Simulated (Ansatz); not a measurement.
# Molecular dynamics of Cl$_{3}$H$_{2}$NSi

The input (input.yaml):

```yaml
crystal:
  periodic: [false, false, false]
  atoms:
    - { symbol: Si, position_ang: [0.004506, -0.011026, 0.059466] }
    - { symbol: "N", position_ang: [0.06625, -0.12423, 1.752193] }
    - { symbol: H, position_ang: [-0.767165, -0.348217, 2.282375] }
    - { symbol: H, position_ang: [0.724535, 0.437154, 2.278752] }
    - { symbol: Cl, position_ang: [1.934288, -0.006631, -0.64358] }
    - { symbol: Cl, position_ang: [-0.919068, 1.682571, -0.685952] }
    - { symbol: Cl, position_ang: [-1.041148, -1.62962, -0.651154] }
basis:
  gaussian: { orbitals: "6-31G*" }
hamiltonian:
  xc: b3lyp
  dispersion: d4
md:
  timestep: 0.5
  n_steps: 150
  ensemble: nvt_langevin
  temperature: 300.0
  initial_velocities: maxwell_boltzmann
  seed: 192156
  friction: 0.02
```

Run as:

```bash
$ ansatz run input.yaml --threads 1 --pin off --max-ram 2048MiB --backend cpu --events-out ev --progress --plain --runs-dir out
```

It starts from a relaxed structure.

Output, in part (step lines, the closing report, with atoms numbered from 0):

```
md step     0: t =     0.00 fs  T =   257.1 K  F+E_penalty+E_count = -46973.22674309 eV  E_kin = 0.232668 eV  (24 SCF iters)
md step     1: t =     0.50 fs  T =   255.8 K  F+E_penalty+E_count = -46973.22351075 eV  E_kin = 0.231422 eV  (29 SCF iters)
md step     2: t =     1.00 fs  T =   269.4 K  F+E_penalty+E_count = -46973.21520542 eV  E_kin = 0.243750 eV  (29 SCF iters)
md step     3: t =     1.50 fs  T =   237.3 K  F+E_penalty+E_count = -46973.20431920 eV  E_kin = 0.214687 eV  (23 SCF iters)
md step     4: t =     2.00 fs  T =   211.5 K  F+E_penalty+E_count = -46973.19474054 eV  E_kin = 0.191375 eV  (23 SCF iters)
md step     5: t =     2.50 fs  T =   193.7 K  F+E_penalty+E_count = -46973.18856402 eV  E_kin = 0.175221 eV  (23 SCF iters)
md step     6: t =     3.00 fs  T =   178.2 K  F+E_penalty+E_count = -46973.18549497 eV  E_kin = 0.161268 eV  (24 SCF iters)
md step     7: t =     3.50 fs  T =   179.8 K  F+E_penalty+E_count = -46973.18442726 eV  E_kin = 0.162697 eV  (23 SCF iters)
[... lines left out ...]
Total energy: -46973.15424018 eV, -1726.2315787791 hartree
Atom 0 at     0.059220     0.076489     0.134858 Å, force    -0.158907    -0.353704    -0.428373 eV/Å
Atom 1 at     0.182401    -0.111425     1.805694 Å, force    -0.586053    -0.212161     1.227149 eV/Å
Atom 2 at    -0.660990    -0.358543     2.343693 Å, force     0.391155    -0.051382    -0.586762 eV/Å
Atom 3 at     0.723747     0.513387     2.388880 Å, force     0.367104     0.128942    -0.223064 eV/Å
Atom 4 at     1.935166     0.070962    -0.712186 Å, force    -0.159420     0.248659     0.115850 eV/Å
Atom 5 at    -1.049542     1.717101    -0.415459 Å, force     0.130250     0.370824    -0.181073 eV/Å
Atom 6 at    -0.990417    -1.521307    -0.624894 Å, force     0.015871    -0.131178     0.076273 eV/Å
Dipole moment:    -0.014583     0.141299     0.608717 e Å
```

The steps, from the saved trajectory:

| time (fs) | T (K) | potential energy less start (eV) |
| --- | --- | --- |
| 0 | 257 | 0.000 |
| 2.5 | 194 | 0.038 |
| 5 | 163 | 0.047 |
| 7.5 | 150 | 0.066 |
| 10 | 154 | 0.071 |
| 12.5 | 175 | 0.076 |
| 15 | 178 | 0.095 |
| 17.5 | 151 | 0.097 |
| 20 | 179 | 0.106 |
| 22.5 | 194 | 0.117 |
| 25 | 172 | 0.140 |
| 27.5 | 145 | 0.165 |
| 30 | 158 | 0.167 |
| 32.5 | 191 | 0.158 |
| 35 | 164 | 0.156 |
| 37.5 | 199 | 0.136 |
| 40 | 204 | 0.136 |
| 42.5 | 197 | 0.125 |
| 45 | 194 | 0.122 |
| 47.5 | 214 | 0.133 |
| 50 | 159 | 0.150 |
| 52.5 | 134 | 0.154 |
| 55 | 206 | 0.152 |
| 57.5 | 212 | 0.155 |
| 60 | 197 | 0.186 |
| 62.5 | 152 | 0.197 |
| 65 | 180 | 0.167 |
| 67.5 | 216 | 0.138 |
| 70 | 241 | 0.096 |
| 72.5 | 233 | 0.096 |
| 75 | 281 | 0.073 |

The run went to its last step. The mean temperature of the second half is 34 % below the set value. A run of 0.075 ps of so small a system gives no equilibrium averages.

The same pairs are bonded in the first frame and the last. Pairs count as bonded within 1.25 times the sum of covalent radii (0.12 Å more for H–H).

Last frame:

```xyz
7
Properties=species:S:1:pos:R:3
Si 0.059 0.076 0.135
N 0.182 -0.111 1.806
H -0.661 -0.358 2.344
H 0.724 0.513 2.389
Cl 1.935 0.071 -0.712
Cl -1.050 1.717 -0.415
Cl -0.990 -1.521 -0.625
```

The run took 15 min on 1 thread of Arm Neoverse V1, with other jobs on the host, peak memory 0.21 GiB.
